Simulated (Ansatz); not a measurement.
Calculated with Ansatz (gas phase, PBE0-D4/def2-TZVP geometries, no zero-point term in ΔE). CCSD(T)/CBS adds triple-zeta CCSD(T) − MP2 to the extrapolated MP2 energy (def2 sets, frozen cores). This one scheme is used for every species. Functionals use def2-TZVPP. B3LYP here is the variant with VWN-RPA as its local correlation; programs differ in this. Triplets are unrestricted, without spin–orbit coupling. Each species was taken in one conformer, which may not be the lowest.

Reaction (formal loss of a carbene): `B[CH2][Al]([CH3])[CH3]` → `B[CH2][AlH][CH3]` + `[CH2]` (triplet)

```json
{"level": "PBE-D4", "ΔE (kcal/mol)": "116.9", "difference from CCSD(T)/CBS": "1.7"}
{"level": "r2SCAN-D4", "ΔE (kcal/mol)": "110.5", "difference from CCSD(T)/CBS": "-4.7"}
{"level": "PBE0-D4", "ΔE (kcal/mol)": "114.6", "difference from CCSD(T)/CBS": "-0.6"}
{"level": "B3LYP-D4", "ΔE (kcal/mol)": "113.3", "difference from CCSD(T)/CBS": "-1.9"}
{"level": "ωB97X-V", "ΔE (kcal/mol)": "116.9", "difference from CCSD(T)/CBS": "1.7"}
{"level": "ωB97M-V", "ΔE (kcal/mol)": "115.9", "difference from CCSD(T)/CBS": "0.7"}
{"level": "B2PLYP", "ΔE (kcal/mol)": "112.8", "difference from CCSD(T)/CBS": "-2.4"}
{"level": "PBE", "ΔE (kcal/mol)": "115.5", "difference from CCSD(T)/CBS": "0.3"}
{"level": "r2SCAN", "ΔE (kcal/mol)": "110.1", "difference from CCSD(T)/CBS": "-5.1"}
{"level": "PBE0", "ΔE (kcal/mol)": "113.3", "difference from CCSD(T)/CBS": "-1.9"}
{"level": "B3LYP", "ΔE (kcal/mol)": "111.0", "difference from CCSD(T)/CBS": "-4.2"}
{"level": "HF/def2-TZVPP", "ΔE (kcal/mol)": "77.7", "difference from CCSD(T)/CBS": "-37.5"}
{"level": "MP2/def2-TZVPP", "ΔE (kcal/mol)": "115.7", "difference from CCSD(T)/CBS": "0.5"}
{"level": "SCS-MP2/def2-TZVPP", "ΔE (kcal/mol)": "114.9", "difference from CCSD(T)/CBS": "-0.3"}
{"level": "CCSD/def2-TZVPP", "ΔE (kcal/mol)": "109.3", "difference from CCSD(T)/CBS": "-5.9"}
{"level": "CCSD(T)/def2-TZVPP", "ΔE (kcal/mol)": "112.2", "difference from CCSD(T)/CBS": "-3.0"}
{"level": "HF/def2-QZVPP", "ΔE (kcal/mol)": "77.7", "difference from CCSD(T)/CBS": "-37.5"}
{"level": "MP2/def2-QZVPP", "ΔE (kcal/mol)": "117.5", "difference from CCSD(T)/CBS": "2.3"}
{"level": "SCS-MP2/def2-QZVPP", "ΔE (kcal/mol)": "117.0", "difference from CCSD(T)/CBS": "1.8"}
{"level": "HF/CBS(def2)", "ΔE (kcal/mol)": "77.7", "difference from CCSD(T)/CBS": "-37.5"}
{"level": "MP2/CBS(def2)", "ΔE (kcal/mol)": "118.7", "difference from CCSD(T)/CBS": "3.5"}
{"level": "CCSD/CBS(def2)", "ΔE (kcal/mol)": "112.3", "difference from CCSD(T)/CBS": "-2.9"}
{"level": "CCSD(T)/CBS", "ΔE (kcal/mol)": "115.2", "difference from CCSD(T)/CBS": "0"}
```

Largest T1 diagnostic among the species: 0.011.

In def2-TZVPP, CCSD(T) changes the Hartree–Fock value by +34.5 kcal/mol (the triples alone add +2.9 kcal/mol) and MP2 by +38.0 kcal/mol. The D4 term adds +2.2 kcal/mol with B3LYP and +1.3 kcal/mol with PBE0; it sums over pairs of atoms, weighted by their polarisabilities, and B3LYP, whose exchange is more repulsive, gets the larger term. From PBE to PBE0 (25 % exact exchange), in def2-TZVPP and without D4, ΔE moves by −2.2 kcal/mol.
